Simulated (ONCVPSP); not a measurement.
# Before and after: ONCV potential for Zn (Z = 30)

ONCVPSP 4.0.1 input, shortened (lines: element, Z, core and valence counts, functional; n l f; lmax; l rc ep ncon nbas qcut; lloc lpopt rc5 dvloc0; l nproj debl; icmod fcfact rcfact), PBEsol, scalar-relativistic:

```
  Zn 30.00    3    4  -116133      upf
    1    0    2.00
    2    0    2.00
    2    1    6.00
    3    0    2.00
    3    1    6.00
    3    2   10.00
    4    0    2.00
    2
    0    1.10    0.00    3    7   12.60
    1    0.90    0.00    4    8   19.30
    2    1.35    0.00    4    9   14.00
    4    1    0.75    0.00
    0    3    1.80
    1    2    1.60
    2    2    2.10
    3    3.00    1.45
```

In the p channel the program set the typed energies aside and used -3.060, 0.250 Ha.

All-electron outer shells of the reference configuration (PBEsol, scalar-relativistic, ld1.x):

| shell | level (eV) | outermost node (bohr) | outermost maximum (bohr) |
| --- | --- | --- | --- |
| 2p | -1003.46 | – | 0.15 |
| 3s | -128.92 | 0.28 | 0.59 |
| 3p | -83.26 | 0.25 | 0.59 |
| 3d | -10.17 | – | 0.56 |
| 4s | -6.00 | 0.85 | 2.09 |

Change: all radii but the core radius scaled by about 1.10 (s 1.22, p 1.00, d 1.48 bohr); local potential polynomial inside 0.82 bohr (lpopt 1, dvloc0 0 Ha).

Cutoffs: the cutoffs (Ha) at which the residual kinetic energy of the hardest occupied pseudo-wave falls to 1 and 0.1 mHa per electron; they do not see the model core or the augmentation charge, which bear on the density cutoff. Errors are all-electron minus pseudo energies relative to the spin-unpolarised reference configuration.

**Question.** How do hardness, ghosts and transferability respond?

**Answer.** The potential gets harder (84 Ha and 111 Ha → 100 Ha and 124 Ha); of the 4 tests that both files solve, the error grows in 3 and shrinks in 0 by more than 15 % and 0.3 meV (median size 2.2 → 4.4 meV); neither file shows a bound ghost. More of the atom is replaced by a form fitted at one configuration, so other configurations suffer.

| quantity | base | changed |
| --- | --- | --- |
| cutoff, loose | 84 Ha | 100 Ha |
| cutoff, tight | 111 Ha | 124 Ha |
| loose cutoff by channel | s 51 Ha, p 84 Ha, d 67 Ha | s 47 Ha, p 100 Ha, d 60 Ha |
| bound ghosts | none | none |
| GHOST(+) flags under 300 eV | none | none |
| error for 3s2 3p6 3d10 4s1, meV [ΔE 9.90 eV] | +0.7 | +1.0 |
| error for 3s2 3p6 3d10 4s0, meV [ΔE 28.25 eV] | +5.9 | +7.8 |
| error for 3s2 3p6 3d9 4s0, meV [ΔE 68.76 eV] | +3.7 | +11 |
| error for 3s2 3p6 3d10 4s1.5, meV [ΔE 3.95 eV] | +0.1 | +0.1 |
| rms error of d²Exc/dni dnj with the model core, mHa | 0.97 | 0.78 |
